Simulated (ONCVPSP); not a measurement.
## Scattering properties, ONCV potential for zirconium (Zr)

Zr, optimised norm-conserving Vanderbilt (ONCV), made with ONCVPSP 4.0.1 (LDA (Perdew-Wang 92), scalar-relativistic). Core [Ar] 3d10, reference 4s2 4p6 4d2 5s1.5 5p0.5. Waves: 4s+5s: rc 2.05 bohr, ncon 4, nbas 7, qcut 4.9 1/bohr, 2 projectors; 4p+5p: rc 2.10 bohr, ncon 5, nbas 9, qcut 7.4 1/bohr, 2 projectors; 4d: rc 2.40 bohr, ncon 3, nbas 7, qcut 5.9 1/bohr, 2 projectors, debl 1.2 Ha. Local part: polynomial inside 1.45 bohr (lpopt 4, dvloc0 0 Ha). Core correction: none.

The phase is arctan(r·R′/R) of the radial function R(r), unwrapped; energies in Ha, scanned from -4 to 5 Ha. A pole is an energy at which the radial function vanishes at the test radius. The pseudo phase is shifted by a multiple of π to meet the all-electron one at the reference energy, and phase errors are pseudo minus all-electron; the curves can meet again beyond the range given. Levels narrower than the energy grid can be missing from the lists of poles.

```json
{"channel": "s", "radius (bohr)": "2.08", "reference energy (Ha)": "-0.18", "poles, all-electron": "-1.81, 3.81", "poles, pseudo": "-1.81, 3.60", "unbroken range about the reference energy with phases within 0.05 rad": "below 4.5", "phase error 1 Ha above the reference energy (rad)": "-0.003"}
{"channel": "p", "radius (bohr)": "2.13", "reference energy (Ha)": "-0.07", "poles, all-electron": "-0.89, 4.29", "poles, pseudo": "-0.89, 4.25", "unbroken range about the reference energy with phases within 0.05 rad": "the whole range", "phase error 1 Ha above the reference energy (rad)": "-0.001"}
{"channel": "d", "radius (bohr)": "2.43", "reference energy (Ha)": "-0.16", "poles, all-electron": "0.32, 3.95", "poles, pseudo": "0.32, 4.22", "unbroken range about the reference energy with phases within 0.05 rad": "below 4.9", "phase error 1 Ha above the reference energy (rad)": "+0.000"}
```

Phases in the s channel:

```tsv
E (Ha)	all-electron	pseudo
-3.98	1.307	1.307
-3.50	1.262	1.262
-3.02	1.171	1.171
-2.54	0.836	0.836
-2.06	-1.282	-1.282
-1.58	-1.680	-1.680
-1.10	-1.820	-1.820
-0.62	-1.963	-1.963
-0.14	-2.212	-2.212
0.34	-2.841	-2.842
0.82	-3.826	-3.829
1.30	-4.280	-4.283
1.78	-4.464	-4.467
2.26	-4.561	-4.565
2.74	-4.622	-4.629
3.22	-4.668	-4.678
3.70	-4.705	-4.722
4.18	-4.738	-4.769
4.66	-4.772	-4.840
```
